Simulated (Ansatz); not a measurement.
A nudged elastic band was laid between two geometries of Cl3GeHO + H2O (9 atoms, charge 0, multiplicity 1).

Computed with Ansatz 0.2.0, RKS PBE0/def2-SVP.

```json
{
 "movable images": "5",
 "climbing image": "yes",
 "spring": "5.0 eV/Å²",
 "optimiser": "quadratic models (default)",
 "start path": "through a guess of the saddle point",
 "force threshold": "0.05 eV/Å",
 "iteration limit": "60",
 "end points": "relaxed"
}
```

Initial state:

```xyz
9
Properties=species:S:1:pos:R:3
Ge 0.194 0.012 -0.106
Cl 0.376 -0.120 2.033
O 1.826 -0.018 -0.749
H 2.309 -0.816 -0.503
Cl -0.569 1.844 -0.832
Cl -0.790 -1.746 -0.862
O -2.525 0.102 0.936
H -2.822 -0.743 0.577
H -2.315 -0.097 1.857
```

Final state:

```xyz
9
Properties=species:S:1:pos:R:3
Ge -0.505 -0.237 -0.734
Cl 0.368 0.174 2.903
O 1.114 -0.541 -0.194
H 1.235 -0.285 0.738
Cl -0.830 1.760 -1.417
Cl -0.975 -1.581 -2.308
O -1.576 -0.507 0.662
H -2.481 -0.194 0.531
H -0.668 -0.170 2.173
```

Q: Which bonds break or form, and what moves?

A: Bonds broken: Ge1–Cl2, O7–H9. Bonds formed: Ge1–O7, Cl2–H9. Cl3GeHO + H2O becomes Cl2GeH2O2 + ClH.

Q: Give the energies along the band, and the barrier.

A: The forces met the threshold. The highest image is number 3 of 0 to 6, 59.4 kJ/mol above the first end and 53.5 kJ/mol above the last; the last end lies 5.9 kJ/mol above the first. A vibrational analysis at the climbing image gives one clearly imaginary mode, 212i cm⁻¹: a first-order saddle point. The orbitals stay closed-shell, which can raise the energy where a bond breaks towards radicals; this wasn't checked here.

```
image  path coordinate (Å)  energy (kJ/mol)  Ge1–Cl2 (Å)  O7–H9 (Å)  Ge1–O7 (Å)
    0                 0.00              0.0         2.15       0.96        2.91
    1                 1.18             10.3         2.20       0.97        2.42
    2                 2.35             31.8         2.28       0.97        2.14
    3                 3.53             59.4         2.76       1.09        1.92
    4                 4.41             12.4         3.42       1.70        1.79
    5                 5.29              8.1         3.71       1.79        1.78
    6                 6.18              5.9         3.76       1.80        1.78
```

Q: What is the geometry of the highest image?

A: 
```xyz
9
Properties=species:S:1:pos:R:3:forces:R:3
Ge -0.391 -0.014 -0.450 0.00 -0.02 0.01
Cl 0.281 0.742 2.116 0.02 0.02 0.01
O 1.116 -0.862 -0.257 0.00 0.01 0.00
H 1.511 -0.538 0.572 -0.01 0.00 0.01
Cl -0.533 2.017 -1.024 0.00 -0.01 0.01
Cl -1.332 -1.149 -2.010 0.00 0.01 -0.01
O -1.748 -0.395 0.847 -0.01 0.01 -0.01
H -2.068 -1.312 0.855 0.00 0.00 0.00
H -1.151 -0.071 1.704 0.00 -0.01 0.00
```

Q: What are the harmonic wavenumbers there?

A: 212i, 87, 119, 146, 181, 197, 251, 350, 410, 436, 459, 476, 555, 760, 783, 981, 1087, 1214, 1995, 3727, 3806 cm⁻¹.

Run time: 7.2 min on 4 threads of Arm Neoverse V1, with other jobs on the host, peak memory 0.39 GiB.
